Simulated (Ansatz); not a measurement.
**From F to I: the HOMO–LUMO gap**

One atom is swapped for its congeners: C2H3F `C=CF`; C2H3Cl `C=CCl`; C2H3Br (vinyl bromide) `C=CBr`; C2H3I (vinyl iodide) `C=CI`. All are singlets with charge 0.

Shapes, held fixed at every level: PBE0-D4/def2-TZVP. Programs: Ansatz 0.2.0. Values in eV.

Task: How should the HOMO–LUMO gap change along the series?

Result: At wB97M-V/def2-TZVPP the HOMO–LUMO gap falls at every step, from 12.48 to 10.54 eV. Every level shows the same order. For atoms past krypton def2 sets carry core potentials with scalar relativity. Relativity is left out for Br unless named. Orbital gaps aren't excitation energies, and the LUMO depends on the basis.

```
                level  C2H3F  C2H3Cl  C2H3Br  C2H3I
 r2SCAN-D4/def2-TZVPP   6.20    5.56    5.39   4.95
  B3LYP-D4/def2-TZVPP   7.50    6.83    6.62   5.99
   PBE0-D4/def2-TZVPP   8.01    7.30    7.08   6.48
r2SCAN0-D4/def2-TZVPP   8.33    7.58    7.37   6.77
   wB97X-V/def2-TZVPP  12.71   11.89   11.62  10.82
   wB97M-V/def2-TZVPP  12.48   11.65   11.39  10.54
```
